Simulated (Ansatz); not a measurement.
C₂H₇NSe₂, singlet, at a GFN2-xTB geometry; PBE/pcseg-1 (Ansatz, an electronic-structure program).

Input for Ansatz:
Ansatz 0.2 input:
```yaml
crystal:
  periodic: [false, false, false]
  atoms:
    - {symbol: Se, position_ang: [-0.39073472, -0.39412646, 0.86651043]}
    - {symbol: N, position_ang: [0.01731836, -1.69692542, -0.39337924]}
    - {symbol: C, position_ang: [1.43255926, -1.83330014, -0.66006865]}
    - {symbol: C, position_ang: [-0.76405635, -1.60815043, -1.60721871]}
    - {symbol: H, position_ang: [1.59473177, -2.73292569, -1.25474048]}
    - {symbol: H, position_ang: [1.84067558, -0.97258866, -1.20941217]}
    - {symbol: H, position_ang: [1.96355359, -1.93330067, 0.28594730]}
    - {symbol: H, position_ang: [-0.48521463, -0.74115392, -2.22376782]}
    - {symbol: H, position_ang: [-0.60792586, -2.51419701, -2.19370933]}
    - {symbol: H, position_ang: [-1.81907615, -1.53432596, -1.34534172]}
    - {symbol: Se, position_ang: [0.22719237, 1.60079428, -0.13030372]}
    - {symbol: H, position_ang: [-1.05855026, 1.92896774, -0.73262515]}
basis:
  gaussian:
    orbitals: pcseg-1.json
hamiltonian:
  xc: pbe
```
The basis file holds pcseg-1 in the JSON format of the Basis Set Exchange.

It wrote (shortened):

```
Functional definition: PBE
1530 factors; their error is unknown
mean field evaluation 1: about -134325.3618 eV, gradient 7.0e1 eV
mean field evaluation 2: about -134243.4276 eV, gradient 1.7e2 eV
mean field evaluation 4: about -134337.5596 eV, gradient 1.0e1 eV
mean field evaluation 8: about -134337.8364 eV, gradient 4.2e-1 eV
mean field evaluation 16: about -134337.7366 eV, gradient 1.0e-3 eV
mean field -134337.73663983 eV, -4936.8207641255 hartree, gradient 2.1e-5 eV, S^2 0.000000; 0 other end points of the search recorded, 0 dependent functions left out
reference -134337.73667569 eV, -4936.8207654431 hartree; 47, 47 occupied and 84, 84 virtual orbitals, 1530 factors
Total energy: -134337.73667569 eV, -4936.8207654431 hartree
```
